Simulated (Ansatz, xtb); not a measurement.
**Two isomers of C5H3BrOS**

We compare a, `O=C(Br)c1cccs1`, a singlet, with b, `O=c1cccc(Br)s1`, a singlet. Both are isolated molecules in the gas phase, relaxed with PBE0-D3(BJ)/def2-SVP; the shapes shown needn't be the lowest conformers.

a (Å):

```xyz
11

C     0.2639    3.3540    0.7970
C     0.3063    1.9102    0.6236
C    -0.2296    0.8883    1.3831
C     0.0546   -0.3867    0.8461
C     0.7997   -0.3104   -0.3092
Br   -0.7345    3.9220    2.3919
O     0.7594    4.1662    0.0868
S     1.1610    1.2961   -0.7535
H    -0.8035    1.0740    2.2908
H    -0.2744   -1.3267    1.2896
H     1.1552   -1.1368   -0.9247
```

b (Å):

```xyz
11

C    -1.3063    0.5950    0.1872
C     0.0160    0.3528   -0.3489
C     1.1744    0.8971    0.1147
C     1.2969    1.8032    1.2109
C     0.2147    2.2202    1.9197
Br    0.4029    3.4139    3.3589
O    -2.3431    0.1279   -0.2031
S    -1.4109    1.7379    1.6163
H     0.0287   -0.3340   -1.1987
H     2.1017    0.6194   -0.3944
H     2.2846    2.1729    1.4898
```

Task: Which of the two would you expect CCSD(T)/def2-SVP + ΔMP2/def2-TZVPP electronic energies to favour?

Result: Structure a; the calculation gives E(b) − E(a) = +12.8 kcal/mol.

Level by level:

```tsv
level	geometry	E(b) − E(a) (kcal/mol)	departure from the last row (kcal/mol)	job, with rough time for the two
GFN2-xTB	GFN2-xTB	+10.5	−2.3	optimisation, 0.24 s
HF/STO-3G	GFN2-xTB	+11.5	−1.3	single point, 0.98 s
r2SCAN-D4/def2-SVP	GFN2-xTB	+11.5	−1.3	single point, 7.2 s
PBE0-D3(BJ)/def2-SVP	PBE0-D3(BJ)/def2-SVP	+11.8	−0.9	optimisation, 65 s
HF/def2-SVP	PBE0-D3(BJ)/def2-SVP	+11.8	−1.0	part of the CCSD(T) run
MP2/def2-SVP	PBE0-D3(BJ)/def2-SVP	+16.3	+3.5	part of the CCSD(T) run
CCSD(T)/def2-SVP	PBE0-D3(BJ)/def2-SVP	+13.5	+0.7	single point
CCSD(T)/def2-SVP + ΔMP2/def2-TZVPP	PBE0-D3(BJ)/def2-SVP	+12.8		single point, 3.3 min
```

As drawn, b has 1 C–C, 2 C=C, 2 C–S in place of 3 C∷C, 2 C∷S (∷ is an aromatic bond). Structure a has a 5-membered ring (with an aromatic ring), b a 6-membered ring.

None of the levels shown reverses the order. The largest departure from CCSD(T)/def2-SVP + ΔMP2/def2-TZVPP is that of MP2/def2-SVP, 3.5 kcal/mol. The last row adds to CCSD(T) the change of the MP2 difference between the two basis sets, here −0.7 kcal/mol.

With thermal terms from frequencies at re-optimised GFN2-xTB minima (ideal gas, soft modes damped towards free rotors, one conformer each, 298.15 K, 1 atm): the zero-point term adds −0.2 kcal/mol; ΔH is +12.6 and ΔG +12.8 kcal/mol.

The correlated steps freeze 20 core orbitals; the filled d shell of Br is correlated, in a basis made for valence electrons. Run with Ansatz 0.2.0, xtb 6.7.1; the last row on 4 threads of Arm Neoverse N1 on a shared host.
